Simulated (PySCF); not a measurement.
How methods differ on the ionisation energy of Xe

Xe [Xe] (1S) → Xe⁺ [Kr] 4d10 5s2 5p5 (2P), as a difference of total energies. All numbers are calculated (PySCF 2.14, scalar relativity through the core potential, in def2-TZVP with the def2 core potential (28 electrons) (6s5p3d2f, 50 functions)). Correlated levels: valence: 4s2 4p6 4d10 frozen. The calculations carry no spin-orbit coupling.

Task: Order these methods by the ionisation energy they give, lowest first.
A. CCSD (valence)
B. r2SCAN
C. MP2 (valence)
D. CCSD(T) (valence)

Result: A (12.163 eV), D (12.199 eV), C (12.259 eV), B (12.425 eV).

Errors of the correlated levels include the incompleteness of this basis and the frozen core.

For comparison: 12.565 eV (measured; NIST levels, between the centres of gravity of the two terms).
